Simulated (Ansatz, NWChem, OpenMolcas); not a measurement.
## SnNH2F (SMILES [NH2][Sn][F]): the vertical energy of the triplet above the singlet from total energies

SnNH2F has 5 atoms, charge 0, and is taken as a singlet. SMILES: `[NH2][Sn][F]`. Geometry: relaxed at PBE0-D4/def2-TZVP. This is one conformer, not always the lowest.

Both states at this one shape; open shells run unrestricted unless said. 1 Eh = 27.2114 eV.

| level | program | singlet SnNH2F (Eh) | triplet SnNH2F (Eh) |
| --- | --- | --- | --- |
| SVWN5/def2-SVP (core potential) | Ansatz | -368.605617 | -368.469261 |
| TPSS/def2-SVP (core potential) | OpenMolcas | -369.949091 | -369.803825 |
| B3LYP/def2-SVP (core potential) | Ansatz | -370.096636 | -369.962188 |
| PBE0/def2-SVP (core potential) | NWChem | -369.867499 | -369.737645 |

Q: Work out the vertical gap, second state less first, at each level.

A: 
1. SVWN5/def2-SVP (core potential): -368.469261 − (-368.605617) = 0.136356 Eh = 3.71 eV.
2. TPSS/def2-SVP (core potential): -369.803825 − (-369.949091) = 0.145266 Eh = 3.95 eV.
3. B3LYP/def2-SVP (core potential): -369.962188 − (-370.096636) = 0.134448 Eh = 3.66 eV.
4. PBE0/def2-SVP (core potential): -369.737645 − (-369.867499) = 0.129854 Eh = 3.53 eV.

No measured value is set beside it here; the levels span 3.53 to 3.95 eV. Spin-orbit coupling is left out. The second state's dipole differs much between rows, so they may not all be the same state.
